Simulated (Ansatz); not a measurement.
Tungsten hexafluoride at its PBE0-D4/def2-TZVP geometry, where that method's forces vanish. Total charge 0; spin multiplicity 1. W takes the def2 core potential.

```tsv
atom	x (Å)	y (Å)	z (Å)
F1	0.2908	1.8035	0.1572
W2	0.0000	0.0000	0.0000
F3	-0.5967	-0.0549	1.7329
F4	-1.7096	0.3253	-0.5776
F5	0.5960	0.0556	-1.7331
F6	1.7093	-0.3259	0.5782
F7	-0.2898	-1.8037	-0.1576
```

(1) For each bond, give half the difference of the two atoms' forces along it (eV/Å; positive pushes the atoms apart) under PBE-D4, r2SCAN-D4, B3LYP-D4, ωB97M-V in def2-TZVPP. (Estimate.)

Results:

(1) Ansatz gave: 
```tsv
bond	length (Å)	PBE-D4	r2SCAN-D4	B3LYP-D4	ωB97M-V
F1–W2	1.834	0.46	0.18	0.24	0.01
W2–F3	1.834	0.46	0.18	0.24	0.01
W2–F4	1.834	0.46	0.18	0.24	0.01
W2–F5	1.834	0.46	0.18	0.24	0.01
W2–F6	1.834	0.46	0.18	0.24	0.01
W2–F7	1.834	0.46	0.18	0.24	0.01
```

B3LYP here is the variant with VWN-RPA as its local correlation; programs differ in this.
